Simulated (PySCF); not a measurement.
Two-component Hartree-Fock for Lu⁴⁺ (lutetium, charge +4)

Start: [Xe] 4f13; 4f5/2 filled at m_j = -5/2, -3/2, -1/2, +1/2, +3/2, +5/2; 4f7/2 filled at m_j = -5/2, -3/2, -1/2, +1/2, +3/2, +5/2, +7/2. Calculated with PySCF 2.14 in x2c-SVPall-2c (7s10p9d2f1g, 105 functions): generalised Hartree-Fock with the X2C-1e Hamiltonian and a Gaussian nucleus; one run each with spin-orbit coupling (SO) switched off, then screened by Boettger's factors.

```tsv
spinor shell	electrons	ε, spin-free (eV)	ε, screened SO (eV)	weight of nominal j (screened SO)	rms radius, screened SO (bohr)
1s1/2	2	-63699.8	-63683.0	1.000	0.0219
2s1/2	2	-11024.1	-11018.9	1.000	0.0885
2p1/2	2	-9705.3	-10500.5	1.000	0.0754
2p3/2	4	-9705.3	-9377.1	1.000	0.0825
3s1/2	2	-2600.1	-2598.5	1.000	0.227
3p1/2	2	-2197.2	-2369.4	1.000	0.218
3p3/2	4	-2197.2	-2124.9	1.000	0.232
3d3/2	4	-1709.0	-1739.9	1.000	0.206
3d5/2	6	-1709.0	-1686.7	1.000	0.210
4s1/2	2	-589.60	-589.08	1.000	0.508
4p1/2	2	-454.42	-494.63	0.999	0.518
4p3/2	4	-454.42	-437.40	1.000	0.550
4d3/2	4	-274.40	-281.54	0.994	0.580
4d5/2	6	-274.40	-269.23	0.996	0.593
5s1/2	2	-118.89	-118.80	1.000	1.25
5p1/2	2	-82.629	-88.587	0.994	1.35
5p3/2	4	-82.629	-80.126	0.997	1.45
4f5/2	6	-73.955	-75.036	0.945	0.753
4f7/2	7	-73.955	-72.745	0.953	0.759
```

| quantity | spin-free | screened SO |
| --- | --- | --- |
| E (hartree) | -14548.81684 | -14563.20035 |
| M_J | 7/2 | 7/2 |
| ⟨J²⟩ | 15.753 | 15.753 |
| ⟨L²⟩ | 12.003 | 12.107 |
| ⟨S²⟩ | 0.750 | 0.854 |

Each row is a mean over spinors that exchange with the open shell spreads, by up to 10.273 eV (4d5/2).

Breit and QED terms are absent; they matter most for the inner s and p1/2 levels.

Densities and radii are taken from the X2C orbitals without a picture-change correction, which distorts them close to the nucleus.

Without spin-orbit coupling the j labels of p, d and f shells carry no meaning; the spin-free column gives the mean over the occupied spinors of each nl shell.
